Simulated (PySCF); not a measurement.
Constitutional and geometric isomers with formula C2H3B. Isolated molecules, 0 K electronic values unless said otherwise. Strings in code marks are SMILES.

The HOMO–LUMO gap from two functionals at the same geometries (B3LYP-D3(BJ)/def2-TZVP), both in PySCF: PBE-D3(BJ)/def2-TZVP and B3LYP-D3(BJ)/def2-TZVP. B3LYP has the VWN-RPA correlation part, as in Gaussian. 

```
species   B3LYP-D3(BJ)/def2-TZVP (eV)
--------  ---------------------------
`B=C=C`                          3.33
`C#CB`                           5.27
`C1BC=1`                         7.31
```

Question: What does PBE-D3(BJ)/def2-TZVP give for each?

Answer: 
- `B=C=C`: 1.67
- `C#CB`: 3.51
- `C1BC=1`: 5.28
Over these rows, drawn at random from the members with no instability flagged (it was tested for open shells, ions and some series alone), PBE minus B3LYP-D3(BJ): mean -1.82 eV, from -2.02 eV to -1.66 eV.
